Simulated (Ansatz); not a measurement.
`[OH][GeH2][NH][SiH3]` → `N[SiH3]` + `[OH][GeH]`  (germylene formation by 1,1-elimination)

Gas-phase electronic energies from Ansatz, PBE0-D4/def2-TZVP geometries. CCSD(T)/CBS is the MP2 limit (def2-TZVPP, def2-QZVPP) plus CCSD(T) − MP2 in def2-TZVPP, frozen cores. This one scheme is used for every species. For Ge outer-core shells are correlated without core-valence functions, which leaves a few kJ/mol of doubt a bond. Scalar relativity is left out up to krypton. One conformer a species, not always the lowest.

| level | ΔE (kJ/mol) |
| --- | --- |
| HF/def2-TZVPP | 125.2 |
| CCSD/def2-TZVPP | 139.6 |
| HF/CBS(def2) | 123.9 |
| CCSD/CBS(def2) | 130.2 |

(1) What does CCSD(T)/CBS give? (Estimate.)

Largest T1 diagnostic among the species: 0.016.

Results:

(1) The calculation gave: +132.2 kJ/mol. The listed levels differ from it by -7.0, 7.4, -8.3, -2.0 kJ/mol.

From PBE to PBE0 (25 % exact exchange), in def2-TZVPP and without D4, ΔE moves by +19.8 kJ/mol. The D4 term adds +15.2 kJ/mol with B3LYP and +8.4 kJ/mol with PBE0; it sums over pairs of atoms, weighted by their polarisabilities, and B3LYP, whose exchange is more repulsive, gets the larger term. In def2-TZVPP, CCSD(T) changes the Hartree–Fock value by +16.4 kJ/mol (the triples alone add +2.0 kJ/mol) and MP2 by +29.2 kJ/mol.

B3LYP here is the variant with VWN-RPA as its local correlation; programs differ in this.
